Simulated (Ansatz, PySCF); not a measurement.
The pair A = HF (SMILES F) (first 2 atoms), B = AsH3 (SMILES [AsH3]); geometry from B3LYP-D3(BJ)/def2-TZVP.
(charge 0, multiplicity 1):
```xyz
6

F      0.833    -0.560    -0.255
H      0.551    -0.322     0.606
As    -0.166     0.284     2.810
H      0.624    -0.092     4.049
H     -1.495    -0.171     3.384
H     -0.353     1.730     3.232
```

Correlated levels freeze the cores. Filled d and f shells under p-block atoms count as core. CBS: X⁻³ extrapolation of the correlation energy, Hartree–Fock from the larger set. MP2 and its Hartree–Fock in aug-cc-pVQZ are density fitted.

The values were computed with Ansatz (Gaussian orbitals); PySCF for the dispersion terms. 

The monomers are drawn apart, rigid, along the line of their centres of mass. Counterpoise-corrected interaction energies (kcal/mol):

```csv
level,R = 4.274 Å,R = 5.232 Å
PBE/def2-TZVPPD,-2.2153,-0.7875
PBE-D3(BJ)/def2-TZVPPD,-2.4771,-0.8820
wB97M-V/def2-TZVPPD,-2.1533,-0.8102
"MP2/CBS(aug-cc-pVTZ, aug-cc-pVQZ) + ΔCCSD(T)/aug-cc-pVTZ",-2.1830,-0.8297
```

R is the distance of the centres of mass. Find the local exponent m of E ∝ R⁻ᵐ between the two points.


m = ln(E₁/E₂)/ln(R₂/R₁): PBE/def2-TZVPPD 5.1; PBE-D3(BJ)/def2-TZVPPD 5.1; wB97M-V/def2-TZVPPD 4.8; MP2/CBS(aug-cc-pVTZ, aug-cc-pVQZ) + ΔCCSD(T)/aug-cc-pVTZ 4.8. For scale, two fixed dipoles give m = 3, dipole and quadrupole 4, quadrupoles 5, and dispersion or dipole-induced dipole 6 at long range; at these distances several terms mix, and what is left of overlap and damping shifts m, so it need not match one of them.

Ansatz is a quantum-chemistry and plane-wave program.
